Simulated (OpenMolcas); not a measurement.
An OpenMolcas run meant for neutral lithium (ANO-RCC-VQZP, DKH2; inactive shells 1s; intended active space 1 electron in 8 orbitals (2s 2p 3s 3p)). One step of its input:

```
&CASPT2
Multistate=1 1
Frozen=0 0
IPEA=0.25
Imaginary=0.1
MaxIter=60
WThr=0.0 0.3 0.05
PrWF=0.5
NoMix
Shift=0.2
Sig2=0.3
```

Lines from the output:

```
|
   --------------------------------------------------------------------------------------
++ ---------   Input file   ---------
>>> COPY JOB001 $Project.JobIph
&CASPT2
Multistate=1 1
Frozen=0 0
IPEA=0.25
Imaginary=0.1
MaxIter=60
WThr=0.0 0.3 0.05
PrWF=0.5
NoMix
Shift=0.2
Sig2=0.3
-- ----------------------------------
>>> COPY JOB001 a.JobIph
*** symbolic link created: INPORB -> a.RasOrb
--- Start Module: caspt2 at  ---
()()()()()()()()()()()()()()()()()()()()()()()()()()()()()()()()()()()()()()()()()()()()()()()()()()
                                              &CASPT2
                                   only a single process is used
                       available to each process: 2.3 GB of memory, 1 thread
()()()()()()()()()()()()()()()()()()()()()()()()()()()()()()()()()()()()()()()()()()()()()()()()()()
 ###    ERROR: More than one intruder-state removal technique                ###
 ###    active: SHIFt/IMAGinary/SIG1/SIG2 are mutually exclusive!            ###
--- Stop Module: caspt2 at  /rc=_RC_INPUT_ERROR_ ---
.####################.
.# User input error #.
.####################.
```

Q: What is wrong with the input?

A: More than one intruder-state remedy is switched on.
